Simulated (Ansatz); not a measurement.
All values below come from frozen-core CCSD(T)/def2-TZVPP // B3LYP-D3(BJ)/def2-TZVP in Ansatz (a program for electronic structure).

Ansatz 0.2 input:
```yaml
crystal:
  periodic: [false, false, false]
  atoms:
    - { symbol: Si, position_ang: [-1.401116, -0.083045, 0.031183] }
    - { symbol: Ge, position_ang: [1.410722, 0.083613, -0.031403] }
    - { symbol: H, position_ang: [-1.513877, -1.373745, 0.726326] }
    - { symbol: H, position_ang: [-1.639815, -0.054459, -1.419351] }
    - { symbol: H, position_ang: [-1.661352, 1.142817, 0.800197] }
    - { symbol: H, position_ang: [1.63827, 0.046768, 1.476686] }
    - { symbol: H, position_ang: [1.660103, -1.18878, -0.835328] }
    - { symbol: H, position_ang: [1.507063, 1.42683, -0.748311] }
basis:
  gaussian: { orbitals: def2-TZVPP }
correlation:
  method: ccsd_t
total_charge: 1
magnetization:
  spin_polarized: true
  initial_magnetization: 1
```

Output:

```
Functional definition: HF
1008 factors; integrals over basis functions are off by at most 1.0e-3 eV
mean field evaluation 1: about -64421.2375 eV, gradient 9.8e0 eV
mean field evaluation 2: about -64421.2389 eV, gradient 9.8e0 eV
mean field evaluation 4: about -64422.4494 eV, gradient 1.1e0 eV
mean field evaluation 8: about -64422.4603 eV, gradient 4.3e-4 eV
mean field evaluation 16: about -64422.4576 eV, gradient 1.4e-1 eV
mean field -64422.46032167 eV, -2367.4817497094 hartree, gradient 2.4e-6 eV, S^2 0.756008; 0 other end points of the search recorded, 0 dependent functions left out
14 core orbitals not correlated
reference -64422.46032167 eV, -2367.4817497094 hartree; 12, 11 occupied and 148, 149 virtual orbitals, 1008 factors
second order -9.89764211 eV of doubles, -0.00000000 eV of singles
cycle   1  -10.47738195 eV  change   -5.8e-1 eV  update   8.7e-2
cycle   2  -10.94938968 eV  change   -4.7e-1 eV  update   2.9e-2
cycle   3  -10.99781013 eV  change   -4.8e-2 eV  update   1.2e-2
cycle   4  -10.99527401 eV  change    2.5e-3 eV  update   3.9e-3
cycle   5  -10.99512345 eV  change    1.5e-4 eV  update   1.3e-3
cycle   6  -10.99471209 eV  change    4.1e-4 eV  update   5.0e-4
cycle   7  -10.99485411 eV  change   -1.4e-4 eV  update   1.4e-4
cycle   8  -10.99491891 eV  change   -6.5e-5 eV  update   4.1e-5
cycle   9  -10.99492043 eV  change   -1.5e-6 eV  update   1.2e-5
perturbative correction -0.31538273 eV, -0.0115901017 hartree
Total energy: -64433.77062483 eV, -2367.8973956842 hartree
```

Cost: very roughly 2.7 core-minutes.
